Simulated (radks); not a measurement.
Results of a calculation; reference values are marked as such.
Fractional charge and spin in the 5p shell of lanthanum: the spin-up occupation runs from 2 to 3 and the spin-down occupation from 2 to 3; the fullest corner is La+, [Kr] 4d10 5s2 5d(up 1, down 1) 5p(up 3, down 3). Code: a radial shooting solver on a logarithmic mesh with Libxc functionals. Model: scalar-relativistic Kohn-Sham, r2SCAN, spin-polarised, spherical densities, finite nucleus; meta-GGA in the generalised Kohn-Sham scheme; Fermi nuclear charge, rms radius of each element as measured or else 0.836 A^(1/3) + 0.57 fm. Energy (eV) minus the two flat planes that join the four corners (they meet along the diagonal where the two added fractions sum to one electron); zero is where a piecewise linear energy would lie.

| down \ up | 2 | 2.5 | 3 |
|---|---|---|---|
| 2 | 0.000 | -1.343 | 0.000 |
| 2.5 | -1.343 | 0.264 | -1.209 |
| 3 | 0.000 | -1.209 | 0.000 |

Corners above the fullest one (they belong to La2+ and the next ion): (up 3, down 2) 31.656 eV, (up 2, down 3) 31.656 eV, (up 2, down 2) 74.609 eV. With half an added electron in each spin the energy lies 0.264 eV from the planes, and with half an added electron in spin up alone -1.343 eV. The planes are only a guide here: the flat-plane condition holds for ground states with one frontier orbital, while this shell lies below other occupied shells, so the corners above the fullest one are inner-hole states and not the ground states of those ions.
